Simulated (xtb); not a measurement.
F$_{6}$Re, doublet, at a GFN2-xTB geometry (such geometries of metal compounds can be far from the true shape) (the multiplicity is a formal guess); GFN1-xTB (xtb 6.7.1).

The xtb input:
```
$ xtb mol.xyz --gfn 1 --uhf 1 --json

# file mol.xyz
7

Re     0.00000000    -0.00000000     0.00000000
F      1.10905314    -0.46150799    -1.35505160
F     -1.10905314     0.46150799     1.35505160
F     -1.11122240     0.75995228    -1.16831620
F     -0.88020309    -1.57166272    -0.18512734
F      0.88020309     1.57166272     0.18512734
F      1.11122240    -0.75995228     1.16831620
```

It wrote (shortened):

```
   ID    Z sym.   atoms
    1   75 Re     1
    2    9 F      2-7

           -------------------------------------------------
          |                Calculation Setup                |
           -------------------------------------------------

           -------------------------------------------------
          |                 G F N 1 - x T B                 |
           -------------------------------------------------

          ...................................................
          :                      SETUP                      :
          :.................................................:
          :  # basis functions                  34          :
          :  # atomic orbitals                  33          :
          :  # shells                           15          :
          :  # electrons                        49          :
          :  # halogen bonds                     0          :
          :  max. iterations                   250          :
          :  Hamiltonian                  GFN1-xTB          :
          :  restarted?                      false          :
          :  GBSA solvation                  false          :
          :  PC potential                    false          :
          :  electronic temp.          300.0000000     K    :
          :  accuracy                    1.0000000          :
          :  -> integral cutoff          0.2500000E+02      :
          :  -> integral neglect         0.1000000E-07      :
          :  -> SCF convergence          0.1000000E-05 Eh   :
          :  -> wf. convergence          0.2000000E-04 e    :
          :  Broyden damping             0.4000000          :
          :  net charge                          0          :
          :  unpaired electrons                  1          :
          ...................................................

 iter      E             dE          RMSdq      gap      omega  full diag
   1    -33.0035703 -0.330036E+02  0.704E+00    0.12       0.0  T
   2    -32.4636640  0.539906E+00  0.998E+00    0.00       1.0  T
   3    -33.0841497 -0.620486E+00  0.378E+00    0.11       1.0  T
   4    -33.1283116 -0.441620E-01  0.337E-01    0.04       1.0  T
   5    -33.1296133 -0.130166E-02  0.148E-01    0.07       1.0  T
   6    -33.1297341 -0.120795E-03  0.689E-02    0.07       1.0  T
   7    -33.1297594 -0.252918E-04  0.180E-03    0.07      21.0  T
   8    -33.1297594 -0.207120E-07  0.480E-04    0.07      78.7  T
   9    -33.1297594 -0.130738E-08  0.424E-05    0.07     892.0  T
  10    -33.1297594 -0.201368E-10  0.239E-06    0.07   15829.7  T

   *** convergence criteria satisfied after 10 iterations ***

         :::::::::::::::::::::::::::::::::::::::::::::::::::::
         ::                     SUMMARY                     ::
         :::::::::::::::::::::::::::::::::::::::::::::::::::::
         :: total energy             -33.108033987809 Eh    ::
         :: gradient norm              0.023215649844 Eh/a0 ::
         :: HOMO-LUMO gap              0.065511251509 eV    ::
         ::.................................................::
         :: SCC energy               -33.129759416039 Eh    ::
         :: -> electrostatic           0.206327145901 Eh    ::
         :: repulsion energy           0.023444795325 Eh    ::
         :: dispersion energy         -0.001719367096 Eh    ::
         :: halogen bond corr.         0.000000000000 Eh    ::
         :: add. restraining           0.000000000000 Eh    ::
         :: total charge              -0.000000000064 e     ::
         :::::::::::::::::::::::::::::::::::::::::::::::::::::

           -------------------------------------------------
          |                Property Printout                |
           -------------------------------------------------

    * Orbital Energies and Occupations

         #    Occupation            Energy/Eh            Energy/eV
      -------------------------------------------------------------
         1        2.0000           -0.9819170             -26.7193
       ...           ...                  ...                  ...
        13        2.0000           -0.6449275             -17.5494
        14        2.0000           -0.6449275             -17.5494
        15        2.0000           -0.6428221             -17.4921
        16        2.0000           -0.6274767             -17.0745
        17        2.0000           -0.6274691             -17.0743
        18        2.0000           -0.6274691             -17.0743
        19        2.0000           -0.6235525             -16.9677
        20        2.0000           -0.6212030             -16.9038
        21        2.0000           -0.6212030             -16.9038
        22        2.0000           -0.6212019             -16.9038
        23        2.0000           -0.6212019             -16.9038
        24        2.0000           -0.6172584             -16.7965
        25        0.6945           -0.5201322             -14.1535 (HOMO)
        26        0.1528           -0.5177247             -14.0880 (LUMO)
        27        0.1528           -0.5177247             -14.0880
        28                         -0.2867537              -7.8030
        29                         -0.2669986              -7.2654
        30                         -0.0827549              -2.2519
        31                         -0.0805533              -2.1920
        32                         -0.0805533              -2.1920
        33                          0.3648583               9.9283
      -------------------------------------------------------------
                  HL-Gap            0.0024075 Eh            0.0655 eV
             Fermi-level           -0.5440237 Eh          -14.8036 eV

  Mulliken/CM5 charges         n(s)   n(p)   n(d)
     1Re    1.30468  1.93735   0.594  0.859  4.243
     2F    -0.22300 -0.32595   1.813  5.410  0.000
     3F    -0.22300 -0.32595   1.813  5.410  0.000
     4F    -0.20634 -0.31677   1.814  5.392  0.000
     5F    -0.22300 -0.32595   1.813  5.410  0.000
     6F    -0.22300 -0.32595   1.813  5.410  0.000
     7F    -0.20634 -0.31677   1.814  5.392  0.000

Wiberg/Mayer (AO) data.
largest (>0.10) Wiberg bond orders for each atom

 ---------------------------------------------------------------------------
     #   Z sym  total        # sym  WBO       # sym  WBO       # sym  WBO
 ---------------------------------------------------------------------------
     1  75 Re   6.196 --     7 F    1.059     4 F    1.059     5 F    1.019
                             6 F    1.019     2 F    1.019     3 F    1.019
     2   9 F    1.295 --     1 Re   1.019     3 F    0.128
     3   9 F    1.295 --     1 Re   1.019     2 F    0.128
     4   9 F    1.351 --     1 Re   1.059     7 F    0.125
     5   9 F    1.295 --     1 Re   1.019     6 F    0.128
     6   9 F    1.295 --     1 Re   1.019     5 F    0.128
     7   9 F    1.351 --     1 Re   1.059     4 F    0.125
 ---------------------------------------------------------------------------

Topologies differ in total number of bonds
Writing topology from bond orders to xtbtopo.mol

 dipole moment from electron density (au)
     X       Y       Z
   0.0000  -0.0000  -0.0000  total (Debye):    0.000

           -------------------------------------------------
          | TOTAL ENERGY              -33.108033987809 Eh   |
          | GRADIENT NORM               0.023215649844 Eh/α |
          | HOMO-LUMO GAP               0.065511251509 eV   |
           -------------------------------------------------

normal termination of xtb
```
